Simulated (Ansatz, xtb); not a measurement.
**C5H9O2+: which of two isomers lies lower**

Structure X is `C[C+]1OCCCO1`, a singlet and structure Y is `CC[C+]1OCCO1`, a singlet. Both are isolated ions in the gas phase, relaxed with B3LYP-D3(BJ)/def2-SVP; the shapes shown needn't be the lowest conformers.

X (Å):

```yaml
atoms:
  - { symbol: C, position_ang: [-2.3519, -0.5841, -2.1699] }
  - { symbol: C, position_ang: [-2.0334, 0.0931, -0.8928] }
  - { symbol: C, position_ang: [-2.3489, 1.9677, 0.5955] }
  - { symbol: C, position_ang: [-0.9299, 1.6926, 1.0463] }
  - { symbol: C, position_ang: [-0.7170, 0.1959, 1.1283] }
  - { symbol: O, position_ang: [-2.6430, 1.1852, -0.6197] }
  - { symbol: O, position_ang: [-1.1496, -0.4357, -0.1326] }
  - { symbol: H, position_ang: [-3.3830, -0.3595, -2.4714] }
  - { symbol: H, position_ang: [-2.1778, -1.6640, -2.0803] }
  - { symbol: H, position_ang: [-1.6714, -0.1875, -2.9448] }
  - { symbol: H, position_ang: [-2.5262, 3.0069, 0.2961] }
  - { symbol: H, position_ang: [-3.1078, 1.6664, 1.3320] }
  - { symbol: H, position_ang: [-0.7588, 2.1472, 2.0340] }
  - { symbol: H, position_ang: [-0.2086, 2.1471, 0.3485] }
  - { symbol: H, position_ang: [-1.3088, -0.2873, 1.9191] }
  - { symbol: H, position_ang: [0.3337, -0.0984, 1.2302] }
```

Y (Å):

```xyz
16

C    -0.0024   -0.5510    2.6093
C     1.0725   -0.5869    1.5241
C     1.3820    0.7218    0.9117
C     2.2397    2.2368   -0.5254
C     1.4994    2.9563    0.6170
O     2.0384    0.8202   -0.1877
O     1.0345    1.8344    1.4465
H     0.2831    0.1127    3.4373
H    -0.9677   -0.2130    2.2060
H    -0.1374   -1.5632    3.0127
H     2.0421   -0.9506    1.9203
H     0.8347   -1.2742    0.6946
H     3.3227    2.4113   -0.5481
H     1.8083    2.3957   -1.5213
H     2.1371    3.5836    1.2519
H     0.6075    3.5139    0.3049
```

Task: Which of the two would you expect CCSD(T)/def2-SVP + ΔMP2/def2-TZVPP electronic energies to favour?

Result: Structure X; the calculation gives E(Y) − E(X) = +4.0 kcal/mol.

The same difference at several levels:

| level | geometry | E(Y) − E(X) (kcal/mol) | departure from the last row (kcal/mol) | job, with rough time for the two |
| --- | --- | --- | --- | --- |
| GFN2-xTB | GFN2-xTB | +7.3 | +3.3 | optimisation, 0.11 s |
| HF/STO-3G | GFN2-xTB | +1.2 | −2.7 | single point, 0.28 s |
| r2SCAN-D4/def2-SVP | GFN2-xTB | +6.8 | +2.8 | single point, 3.1 s |
| B3LYP-D3(BJ)/def2-SVP | B3LYP-D3(BJ)/def2-SVP | +6.5 | +2.5 | optimisation, 80 s |
| HF/def2-SVP | B3LYP-D3(BJ)/def2-SVP | +5.7 | +1.7 | part of the CCSD(T) run |
| MP2/def2-SVP | B3LYP-D3(BJ)/def2-SVP | +5.6 | +1.6 | part of the CCSD(T) run |
| CCSD(T)/def2-SVP | B3LYP-D3(BJ)/def2-SVP | +5.3 | +1.3 | single point |
| CCSD(T)/def2-SVP + ΔMP2/def2-TZVPP | B3LYP-D3(BJ)/def2-SVP | +4.0 |  | single point, 63 s |

As drawn, both hold the same kinds of bond in the same numbers. Structure X has a 6-membered ring, Y a 5-membered ring.

The levels shown agree on the order. The largest departure from CCSD(T)/def2-SVP + ΔMP2/def2-TZVPP is that of GFN2-xTB, 3.3 kcal/mol. The last row adds to CCSD(T) the change of the MP2 difference between the two basis sets, here −1.3 kcal/mol.

With thermal terms from frequencies at re-optimised GFN2-xTB minima (ideal gas, soft modes damped towards free rotors, one conformer each, 298.15 K, 1 atm): on the last row, ΔE + ΔZPE = +3.9, ΔH = +4.0, ΔG = +3.6 kcal/mol.

The correlated steps freeze 7 core orbitals. Run with Ansatz 0.2.0, xtb 6.7.1; the last row on 4 threads of Arm Neoverse V2 on a shared host.
